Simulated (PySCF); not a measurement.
Computed shifts of a molecule C2H4ClNSi, PBE0/pcSseg-1 (PySCF), GIAO, gas phase, atoms alike by connectivity averaged where their shifts nearly agree, in ppm (number of nuclei): ²⁹Si: 8.0 (1). ¹³C: 200.2 (1), 62.0 (1). ¹⁵N: 521.4 (1). ¹H: 9.03 (1), 6.34 (1), 4.41 (1), 4.29 (1). References: ³⁵Cl against HCl (σ = 945.9 ppm); ²⁹Si against TMS (σ = 352.7 ppm); ¹³C against TMS (σ = 186.3 ppm); ¹⁵N against NH3 (σ = 267.4 ppm); ¹H against TMS (σ = 31.56 ppm), references at their B3LYP-D3(BJ)/def2-TZVP geometries, non-relativistic (without spin–orbit terms, shifts of atoms bonded to Cl or Br come out too high). Geometry optimised at PBE0-D3(BJ)/def2-SVP. Other conformers were not sampled.

Which structure fits?
A. C#C[Si@@H](N)Cl
B. N#CC[SiH2]Cl
C. Cl[Si@H]1C=NC1

C, Cl[Si@H]1C=NC1
